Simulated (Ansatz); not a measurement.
Consider the atomization: `[CH3][GaH][B]1CS1` → B• + 2 C• + Ga• + 6 H• + S•.

Calculated with Ansatz (gas phase, PBE0-D4/def2-TZVP geometries, no zero-point term in ΔE). CCSD(T)/CBS adds triple-zeta CCSD(T) − MP2 to the extrapolated MP2 energy (def2 sets, frozen cores). This one scheme is used for every species, atoms too. DFT in def2-TZVPP. B3LYP here is the variant with VWN-RPA as its local correlation; programs differ in this. No spin–orbit coupling; open shells (•) take unrestricted orbitals. Spin–orbit coupling would lower the free atoms: a little for B, C, S; clearly for Ga. Bonds to Ga are less sure, by a few kJ/mol each and by 10 to 20 or more in all where they break to atoms, as the def2 sets lack core-valence functions. Scalar relativity is left out up to krypton. Each species was taken in one conformer, which may not be the lowest.

```csv
level,ΔE (kJ/mol),difference from CCSD(T)/CBS
BLYP-D4,3805.1,-34.2
B97M-V,3889.2,49.9
r2SCAN0-D4,3837.6,-1.7
B2PLYP,3797.4,-41.9
PBE-QIDH,3858.9,19.6
r2SCAN,3880.5,41.2
B3LYP,3788.0,-51.3
r2SCAN0,3830.6,-8.7
BHLYP,3706.6,-132.7
CAM-B3LYP,3819.3,-20.0
CCSD/def2-SVP,3606.0,-233.3
CCSD/def2-TZVPP,3693.8,-145.5
CCSD(T)/def2-TZVPP,3757.3,-82.0
HF/def2-QZVPP,2840.2,-999.1
MP2/def2-QZVPP,3870.2,30.9
SCS-MP2/def2-QZVPP,3841.6,2.3
CCSD(T)/CBS,3839.3,0
```

Largest T1 diagnostic among the species: 0.015.

Leaving LDA and LC-ωPBE aside and taking each functional with its dispersion term where it has one, the values, not all of them listed here, spread over 189.8 kJ/mol, from BHLYP-D4 to PBE-D4. LDA lies +493.5 kJ/mol from PBE without D4, its usual overbinding. From r2SCAN to r2SCAN0 (25 % exact exchange), in def2-TZVPP and without D4, ΔE moves by −49.9 kJ/mol: exact exchange takes away binding that semilocal exchange gives to molecules. The D4 term adds +39.0 kJ/mol with B3LYP and +20.5 kJ/mol with PBE0; it sums over pairs of atoms, weighted by their polarisabilities, and B3LYP, whose exchange is more repulsive, gets the larger term.

For atomizations the MP2-based limit and the directly extrapolated one differ by several kJ/mol either way, and by 10 to 25 for some Ge, Se and Sn compounds, so smaller differences from it don't rank the levels.
